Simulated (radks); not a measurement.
Results of a calculation; reference values are marked as such.
Q: Numerical settings for the copper ion Cu+, [Ar] 3d10. Code: a radial shooting solver on a logarithmic mesh with Libxc functionals. Model: non-relativistic Kohn-Sham, SCAN, spin-polarised, spherical densities, point nucleus; meta-GGA in the generalised Kohn-Sham scheme. The defaults (mesh step 0.008 in ln r, mesh end at 40 bohr or more with all orbitals vanishing there, Anderson mixing 0.5 over 9 steps, residual threshold near 1e-9 with the energy settled to 1e-9 hartree or 1e-11 of itself, here a cap of 88 iterations) give E = -1640.375 hartree and 3d at -13.771 eV in 13 iterations. Run on one thread of a shared host, so times are rough (Arm Neoverse V2): 0.12 s of CPU time, 0.12 s wall, 13 iterations on 2476 mesh points. One setting is changed at a time: mesh step in ln r 0.08; mesh step in ln r 0.03; mesh step in ln r 0.05; mesh end (bohr) 5; mesh end (bohr) 3; residual threshold 1e-13; residual threshold 0.1; mixing 2.5; linear mixing, mixing 0.05; linear mixing, mixing 0.8; mixing history 2; iteration cap 5. Which runs fail to converge, and which converge to a wrong energy?

A: Not converged within the cap: residual threshold 1e-13; linear mixing, mixing 0.05; linear mixing, mixing 0.8; iteration cap 5. Settings that end as converged yet miss the energy by more than 1 mhartree: mesh step in ln r 0.08 (-0.0666 hartree); mesh step in ln r 0.03 (+0.0405 hartree); mesh step in ln r 0.05 (+0.0112 hartree); mesh end (bohr) 5 (+0.00584 hartree); mesh end (bohr) 3 (+0.247 hartree).
